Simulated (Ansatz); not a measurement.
Geometry optimisation, RKS r2SCANh-D4/def2-SVP (Ansatz).

The input (input.yaml):

```yaml
crystal:
  periodic: [false, false, false]
  atoms:
    - { symbol: In, position_ang: [-0.4776, -0.2639, -0.8315] }
    - { symbol: S, position_ang: [2.3031, 0.4768, -1.0122] }
    - { symbol: O, position_ang: [-1.0074, -2.1445, -1.0012] }
    - { symbol: O, position_ang: [-1.9961, 0.9444, -1.1031] }
    - { symbol: H, position_ang: [1.3684, 0.3743, 0.5257] }
    - { symbol: C, position_ang: [0.3767, 0.3033, 1.4946] }
    - { symbol: H, position_ang: [1.9378, 1.7531, -1.0617] }
    - { symbol: H, position_ang: [-0.279, -2.7575, -1.0892] }
    - { symbol: H, position_ang: [-2.7368, 0.3856, -1.3518] }
    - { symbol: H, position_ang: [0.9597, 0.5543, 2.3797] }
    - { symbol: H, position_ang: [-0.0496, -0.6857, 1.6622] }
    - { symbol: H, position_ang: [-0.3992, 1.0597, 1.3884] }
basis:
  gaussian: { orbitals: def2-SVP }
hamiltonian:
  xc: r2scanh
  dispersion: d4
relax:
  f_tol: 0.15
  max_steps: 25
  restrain:
    - { distance: [0, 5], at: 2.18, k: 30.0 }
    - { distance: [4, 1], at: 1.36, k: 30.0 }
    - { distance: [0, 1], at: 3.77, k: 30.0 }
    - { distance: [4, 5], at: 2.37, k: 30.0 }
output:
  orbitals: {}
```

Launched with:

```bash
$ ansatz run input.yaml --threads 4 --pin off --max-ram 5120MiB --backend cpu --events-out ev --progress --plain --runs-dir out
```

Where does it end, and by what steps?

The forces met the threshold. The restraints hold the end off the free minimum. After 13 steps the energy has fallen by 0.992 eV (the restraints' own energy left out); H10 moved furthest, 1.25 Å. Parted: In1–S2. Joined: S2–H5.

```csv
step,energy less start (eV),largest force component (eV/Å),accepted
0,0.0000,2.440,yes
1,0.9282,3.300,yes
2,1.1475,3.347,yes
3,0.9147,3.287,yes
4,0.0090,1.675,yes
5,-0.4624,1.126,yes
6,-0.6976,0.660,yes
7,-0.8380,0.353,yes
8,-0.8747,0.488,yes
9,-0.9061,0.744,yes
10,-0.9562,0.339,yes
11,-0.9870,0.322,yes
12,-0.9827,0.448,no
13,-0.9924,0.345,yes
```

```xyz
12
Properties=species:S:1:pos:R:3
In -0.912 -0.511 -0.248
S 2.477 0.985 -0.898
O -1.052 -2.253 -1.225
O -2.023 0.856 -1.188
H 1.842 0.946 0.299
C 0.085 0.019 1.606
H 1.777 2.071 -1.291
H -0.484 -2.941 -0.863
H -2.425 0.489 -1.984
H 1.061 -0.483 1.691
H -0.545 -0.292 2.455
H 0.199 1.114 1.644
```

Run time: 88 s on 4 threads of Arm Neoverse N1 (shared host), peak memory 0.35 GiB.
